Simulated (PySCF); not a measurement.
Molecule: `[C-]#[N+]c1ccccc1`, C7H5N.

Geometry:
| atom | x (Å) | y (Å) | z (Å) |
| --- | --- | --- | --- |
| C1 | 3.983 | -0.095 | -0.259 |
| N2 | 2.807 | -0.114 | -0.254 |
| C3 | 1.429 | -0.138 | -0.248 |
| C4 | 0.759 | -1.367 | -0.219 |
| C5 | -0.632 | -1.385 | -0.212 |
| C6 | -1.352 | -0.190 | -0.235 |
| C7 | -0.677 | 1.031 | -0.264 |
| C8 | 0.714 | 1.065 | -0.270 |
| H9 | 1.338 | -2.291 | -0.202 |
| H10 | -1.158 | -2.342 | -0.190 |
| H11 | -2.444 | -0.210 | -0.230 |
| H12 | -1.238 | 1.968 | -0.281 |
| H13 | 1.258 | 2.010 | -0.293 |

Geometry PBE0-D3(BJ)/def2-SVP throughout; GIAO in PySCF 2.14.0 with density-fitted response routines, gas phase, one conformer, non-relativistic; equivalent atoms averaged; functional PBE0.

For orientation, 6-311+G(2d,p) gives these shifts δ (against TMS, NH3 at the same level): C1 186.5, C5/C7 132.8, C6 131.9, C4/C8 132.0, C3 131.1, N2 199.9, H9/H13 7.65, H10/H12 7.60, H11 7.55 ppm.

A run gave: C1 174.8, C5/C7 125.7, C6 124.5, C4/C8 125.0, C3 124.1, N2 180.2, H9/H13 7.58, H10/H12 7.50, H11 7.45 ppm (shifts δ (against TMS, NH3 at the same level)).

Q: Which basis set was used in that run?
A. IGLO-III
B. def2-SVP
C. 6-31G
D. aug-cc-pVDZ

A: C. C1 tells them apart best: 6-31G gives 174.8, aug-cc-pVDZ gives 180.6, def2-SVP gives 181.3, IGLO-III gives 192.1 ppm.
